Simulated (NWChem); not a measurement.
System: C$_{3}$H$_{3}$N$_{2}$, doublet; SMILES [c]1cnc[nH]1

NWChem input:

```
start job
memory heap 200 mb stack 900 mb global 1100 mb
geometry units angstroms noautosym nocenter noautoz
  C     -1.197609    -0.022473     0.000000
  C     -0.408327    -1.155244     0.000000
  N      0.908506    -0.738785     0.000000
  C      0.911115     0.589246     0.000000
  N     -0.369386     1.075426     0.000000
  H     -0.696406    -2.211477     0.000000
  H      1.803868     1.227852     0.000000
  H     -0.668881     2.051315     0.000000
end
basis spherical
  * library pcj-1
end
dft
  odft
  mult 2
  xc pbe0
  iterations 150
end
property
  hyperfine
end
task dft property
```

In the optimisation the excess spin sits in a' (Cs, its own frame). The geometry was optimised at PBE-D3(BJ)/def2-SVP, spin-unrestricted. No stability test was run on the SCF state.

Fermi-contact couplings, non-relativistic, static geometry.

Atoms are numbered as in the input.

### Question
Give the results of this calculation. (PBE0/pcJ-1, spin-unrestricted, contact and dipolar terms.) Quantities: A(iso) 13C atom 1 (MHz); A(iso) 13C atom 2 (MHz); A(iso) 14N atom 3 (MHz); A(iso) 13C atom 4 (MHz); A(iso) 14N atom 5 (MHz); A(iso) 1H atom 8 (MHz); <S²>.

### Answer
```
Property                 Value
-----------------------  -----
A(iso) 13C atom 1 (MHz)    527
A(iso) 13C atom 2 (MHz)   29.0
A(iso) 14N atom 3 (MHz)   -3.3
A(iso) 13C atom 4 (MHz)   58.8
A(iso) 14N atom 5 (MHz)   24.7
A(iso) 1H atom 8 (MHz)     5.6
<S²>                     0.762
```
